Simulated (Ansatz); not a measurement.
Abridged output of a molecular run in Ansatz:

```
Functional definition: HF
1071 factors; integrals over basis functions are off by at most 1.4e-3 eV
mean field evaluation 1: about -5901.8759 eV, gradient 3.0e1 eV
mean field evaluation 2: about -5901.9981 eV, gradient 3.0e1 eV
mean field evaluation 4: about -5904.5725 eV, gradient 4.9e0 eV
mean field evaluation 8: about -5904.6321 eV, gradient 2.4e-1 eV
mean field -5904.63245548 eV, -216.9912404354 hartree, gradient 1.4e-6 eV, S^2 0.000000; 0 other end points of the search recorded, 0 dependent functions left out
5 core orbitals not correlated: weight in the atoms' cores, before any rotation towards them, 1.000 or more for the frozen orbitals, at most 0.000 for the correlated occupied ones
reference -5904.63245548 eV, -216.9912404354 hartree; 14, 14 occupied and 86, 86 virtual orbitals, 1071 factors
second order -18.57364649 eV of doubles, -0.00000000 eV of singles
cycle   1  -19.29901809 eV  change   -7.3e-1 eV  update   9.9e-2
cycle   2  -19.82150708 eV  change   -5.2e-1 eV  update   2.9e-2
cycle   3  -19.94276645 eV  change   -1.2e-1 eV  update   1.5e-2
cycle   4  -19.93941631 eV  change    3.4e-3 eV  update   3.6e-3
cycle   5  -19.93952942 eV  change   -1.1e-4 eV  update   1.9e-3
cycle   6  -19.94001489 eV  change   -4.9e-4 eV  update   7.4e-4
cycle   7  -19.93960001 eV  change    4.1e-4 eV  update   3.6e-4
cycle   8  -19.93947605 eV  change    1.2e-4 eV  update   1.3e-4
cycle   9  -19.93950944 eV  change   -3.3e-5 eV  update   5.8e-5
cycle  10  -19.93949705 eV  change    1.2e-5 eV  update   2.5e-5
perturbative correction -0.62285292 eV, -0.0228894226 hartree
Total energy: -5925.19480545 eV, -217.7468928591 hartree
```

Its atoms:

Cartesian coordinates in Å:
```
B -1.4683 -0.4431 0.4458
C -0.0703 -0.1966 -0.1365
C 0.2513 0.9156 -1.0936
C 0.9613 -0.5502 0.8895
O 0.8025 -1.3401 -0.2454
H -2.2546 0.4567 0.5133
H -1.7327 -1.5146 0.9019
H -0.1844 0.7132 -2.0749
H 1.3305 1.0249 -1.2199
H -0.1616 1.8610 -0.7345
H 1.8423 0.0890 0.9209
H 0.6840 -1.0159 1.8334
```

Q: Which basis set was used?
A. def2-QZVPP
B. def2-TZVPP
C. cc-pV(Q+d)Z
D. def2-SVP

A: D. It gives 105 functions.

Q: Write the keys of the input that set method, charge and spin (a neutral closed shell needs none for the last two).

A: 
```yaml
correlation: {method: ccsd_t}
```
